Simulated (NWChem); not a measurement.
Molecule: NH$_{3}$SeO; SMILES N[Se]O

```xyz
6

Se     0.4045     0.0047    -0.0057
O     -0.6908    -1.4474    -0.0709
H     -0.8883    -1.6884     0.8433
N     -0.6931     1.4250    -0.0076
H     -1.2522     1.5681     0.8285
H     -1.2328     1.5638    -0.8575
```
Atoms are numbered in this order, from 1.

All runs use the structure optimised with PBE0/def2-SVP.

### Question
List the 4 lowest vertical singlet excitations from PBE0/def2-SVPD, TDA (NWChem).

### Answer
```tsv
state	energy (eV)	oscillator strength	leading excitation (squared amplitude)
S1	4.43	0.002	HOMO → LUMO (0.91)
S2	5.11	0.009	HOMO → LUMO+1 (0.91)
S3	5.90	0.042	HOMO → LUMO+2 (0.99)
S4	6.48	0.041	HOMO−1 → LUMO (0.71)
```
